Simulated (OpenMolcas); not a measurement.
# S2+: effect of the IPEA shift

```yaml
Program: OpenMolcas
Basis: ANO-R2 [5s4p3d1f]
Scalar_Hamiltonian: X2C, finite nucleus
Active_space: 2 electrons in 3 orbitals (3p)
State_averaging: 2S+1 = 3 even, 3 roots; 2S+1 = 1 even, 6 roots
Spin-orbit_coupling: state interaction with AMFI integrals over the reference wave functions, term energies averaged over their components
```

Methods on the same reference wave functions:
A. CASSCF
B. SS-CASPT2, IPEA 0.25 Eh, imaginary shift 0.1 Eh (closed shells correlated: 2s 2p 3s)
C. SS-CASPT2, IPEA 0.5 Eh, imaginary shift 0.1 Eh (closed shells correlated: 2s 2p 3s)

Energies in eV above 3s² 3p² ³P₀, the measured ground level; measured values from NIST levels in Podobedova, Kelleher and Wiese, J. Phys. Chem. Ref. Data 38, 171 (2009).

| Level | A | B | C | Measured |
| --- | --- | --- | --- | --- |
| 3s² 3p² ³P₀ | 0.0000 | 0.0000 | 0.0000 | 0.0000 |
| 3s² 3p² ³P₁ | 0.0332 | 0.0337 | 0.0337 | 0.0370 |
| 3s² 3p² ³P₂ | 0.0949 | 0.0950 | 0.0950 | 0.1033 |
| 3s² 3p² ¹D₂ | 1.7687 | 1.421 | 1.394 | 1.4038 |
| 3s² 3p² ¹S₀ | 4.2983 | 3.452 | 3.433 | 3.3675 |

Deviations, from unrounded energies. A percentage is the sum of absolute deviations over the sum of measured energies, with the sign that they share, or ± where signs differ.

```csv
Against measurement,Levels,A,B,C
mean absolute deviation (cm-1),4,2600,230,180
fine structure of the ground term (%),2,-8.7,-8.3,-8.3
other terms of the ground configuration (%),2,+27.2,+2.1,±1.6
```

C lies closest to measurement on these levels and A furthest from it. The largest miss of C in the table is 3s² 3p² ¹S₀, by +530 cm-1. The ranking rests on the paired levels alone, and a cruder setting can come out closer through cancelling errors.

Between B and C the level of the table that moves most is 3s² 3p² ¹D₂, by 220 cm-1 (lowest in C, highest in B). Moves below CASPT2's spread within the term are not significant.

The mean deviations of B to C differ by less than CASPT2's widest spread within a term (190 cm-1), so their order carries little weight.

From A to B the spin-free energies of the other terms of 3s² 3p² shown, above ³P, scale by a factor of 0.80.

The lowest spin-free term lies below A's lowest term by 0.269 hartree in B, 0.263 hartree in C.

Term energies are means over components that CASPT2 splits; among the terms shown or strongly mixed into the levels shown the widest spread is 190 cm-1 (3s² 3p² ¹D, C). With the s shell closed, the reference lacks s² → p² mixing. Computed and measured levels are paired by configuration, term and J; levels that our copy of the source lacks, or whose pairing is in doubt (as where it misses far off the trend of its configuration), stay unpaired and out of the deviations. Only configurations of the active space appear.
